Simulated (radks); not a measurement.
Effect of the nuclear size on neutral rhenium, [Xe] 4f14 5d5 6s2. Method: Dirac Kohn-Sham, relativistic LDA (MacDonald-Vosko exchange, VWN5 correlation), spin-unpolarised, spherical densities, finite nucleus; open shells fill j = l - 1/2 first; Fermi nuclear charge, rms radius 5.3698 fm; computed with a radial shooting solver on a logarithmic mesh with Libxc functionals. The rms radius is varied about that value; shifts are against it.

| rms radius (fm) | total energy shift (eV) | density at nucleus (e/bohr^3) | 1s1/2 shift (meV) | 2s1/2 shift (meV) | 5p1/2 shift (meV) | 6s1/2 shift (meV) | 5d5/2 shift (meV) | 6p1/2 (empty) shift (meV) |
|---|---|---|---|---|---|---|---|---|
| 4.5697 | -17.8 | 1.614e+06 | -7160 | -1020 | 0.551 | -0.660 | 0.595 | 0.222 |
| 4.8758 | -11.2 | 1.577e+06 | -4510 | -642 | 0.347 | -0.416 | 0.375 | 0.140 |
| 5.3698 | 0 | 1.524e+06 | 0.000 | 0.000 | 0.000 | 0.000 | 0.000 | 0.000 |
| 5.6168 | 5.87 | 1.5e+06 | 2360 | 336 | -0.181 | 0.217 | -0.196 | -0.073 |
| 6.4545 | 27.0 | 1.427e+06 | 10900 | 1540 | -0.832 | 1.00 | -0.903 | -0.337 |

Slopes of the eigenvalues against <r^2> in GHz/fm^2, as finite differences over the two radii next to the reference (eigenvalue slopes, not the field-shift constants of lines): 1s1/2 214000, 2s1/2 30400, 5p1/2 -16.4, 6s1/2 19.7, 5d5/2 -17.8, 6p1/2 (empty) -6.63.
